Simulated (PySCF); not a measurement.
Spin states and ions at one geometry of [Os3]−

PySCF 2.14.0, UKS PBE0, Os def2-SVP with ECP60; non-relativistic Hamiltonian with scalar-relativistic core potentials where named; density fitting; no spin-orbit coupling; singlets restricted, open shells unrestricted. The geometry is relaxed for charge -1, doublet, vacuum:

```xyz
3

Os    0.0000    0.0000    2.2532
Os    0.0000    0.0000   -0.0179
Os    0.0000    0.0000   -2.2353
```

Energies count from the relaxed state; an electron taken off or put on is at rest in vacuum. Charges and spins are Mulliken's.

Question: Order these states by energy, lowest first.
A. charge -1, sextet, vacuum
B. charge -1, doublet, vacuum
C. charge 0, triplet, vacuum
D. charge 0, singlet, vacuum
E. charge -1, quartet, vacuum

Answer: B (0.00 eV), A (0.52 eV), E (0.72 eV), C (1.85 eV), D (4.22 eV).

Question: How do charge and spin on the first atom follow?

Answer: 
| state | spin squared | charge on Os1 (e) | spin on Os1 (e) | dipole about the centre of mass (D) |
| --- | --- | --- | --- | --- |
| charge -1, doublet, vacuum | 3.02 | -0.33 | -2.84 | 0.38 |
| charge -1, quartet, vacuum | 4.68 | -0.38 | 2.34 | 0.32 |
| charge -1, sextet, vacuum | 8.79 | -0.44 | 2.09 | 0.00 |
| charge 0, singlet, vacuum | 0.00 | 0.04 | 0.00 | 0.08 |
| charge 0, triplet, vacuum | 4.48 | 0.12 | -3.15 | 0.12 |

With an electron taken off (triplet, the lower of the two states computed) the charges change, summed by element, by Os +1.00 e. The vertical ionisation energy is 1.85 eV, against −ε(HOMO) = 0.46 eV over both spins of the relaxed state. The level lies 1.4 eV too high, as is usual for semilocal functionals and global hybrids, which keep a self-interaction error.

Open shells may have lower solutions than those found. Spin squared well over S(S+1) tells of spin contamination.

A frequency check found unstable modes (2, the lowest at -25 cm⁻¹), so the relaxed geometry is a saddle point, or these are noise. The relaxed state is spin-contaminated (spin squared 3.02 against 0.75).
